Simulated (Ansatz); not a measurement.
The first iterations of a band of CH₅NZn (8 atoms, charge 0, multiplicity 1).

All numbers below come from Ansatz, RKS BHLYP-D4/def2-SVP.

```json
{
 "movable images": "2",
 "climbing image": "yes",
 "spring": "5.0 eV/Å²",
 "optimiser": "quadratic models (default)",
 "start path": "through a guess of the saddle point",
 "force threshold": "0.03 eV/Å",
 "iteration limit": "60",
 "end points": "relaxed"
}
```

Image 0:

```xyz
8
Properties=species:S:1:pos:R:3
N -0.276 0.611 -1.058
C 0.301 0.347 0.256
Zn 0.129 -1.559 0.749
H -1.279 0.493 -1.046
H -0.116 1.569 -1.343
H -0.061 1.015 1.057
H 1.382 0.526 0.199
H 0.012 -3.059 1.130
```

Image 3:

```xyz
8
Properties=species:S:1:pos:R:3
N 0.019 0.780 -0.794
C -0.052 0.186 0.570
Zn 0.145 -1.617 1.013
H -0.867 0.884 -1.306
H 0.447 1.706 -0.799
H -0.615 0.878 1.196
H 0.611 0.212 -1.389
H 0.404 -3.086 1.451
```

| iteration | highest image above the first end (eV) | largest band force component (eV/Å) |
| --- | --- | --- |
| 1 | 17.599 | 54.369 |
| 2 | 6.773 | 14.198 |
| 3 | 4.863 | 9.166 |
| 4 | 3.445 | 4.380 |
| 5 | 2.914 | 2.134 |

Problem. Does the band converge within its limit, and where does its top end?

Solution. The forces met the threshold. It ended after 17 iterations with the highest image 2.747 eV above the first end. Neighbouring images differ by up to 2.3 eV, so the band resolves the path poorly. The order of the stationary point at the top wasn't checked. So few images can step over the top or miss a turn of the path. The orbitals stay closed-shell, which can raise the energy where a bond breaks towards radicals; this wasn't checked here.

Time of the run: 52 s on 2 threads of Intel(R) Xeon(R) Platinum 8488C (Sapphire Rapids), on a shared host, peak memory 0.19 GiB.
